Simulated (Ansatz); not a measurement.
Reaction (formal exchange of groups at the Al–C bond): `[CH3][AlH][CH]=N` + `C[SiH3]` → `N=[CH][AlH][CH2][SiH3]` + CH₄

Calculated with Ansatz (gas phase, PBE0-D4/def2-TZVP geometries, no zero-point term in ΔE). CBS: MP2 limit from def2 TZ/QZ plus the TZ coupled-cluster correction, frozen cores. This one scheme is used for every species. Functionals use def2-TZVPP. One conformer a species, not always the lowest.

| level | ΔE (kcal/mol) |
| --- | --- |
| PBE-D4 | -4.6 |
| MP2/def2-TZVPP | -4.7 |
| CCSD(T)/def2-TZVPP | -4.3 |
| MP2/def2-QZVPP | -4.7 |

Question: What does CCSD(T)/CBS give? (An estimate is asked.)

Answer: The calculation gave: -4.3 kcal/mol. The listed levels differ from it by -0.3, -0.4, 0.0, -0.4 kcal/mol.

Largest T1 diagnostic among the species: 0.012.

The D4 term adds −0.9 kcal/mol with B3LYP and −0.6 kcal/mol with PBE0; it sums over pairs of atoms, weighted by their polarisabilities, and B3LYP, whose exchange is more repulsive, gets the larger term. In def2-TZVPP, CCSD(T) changes the Hartree–Fock value by −1.9 kcal/mol (the triples alone add −0.5 kcal/mol) and MP2 by −2.3 kcal/mol.

B3LYP here is the variant with VWN-RPA as its local correlation; programs differ in this.
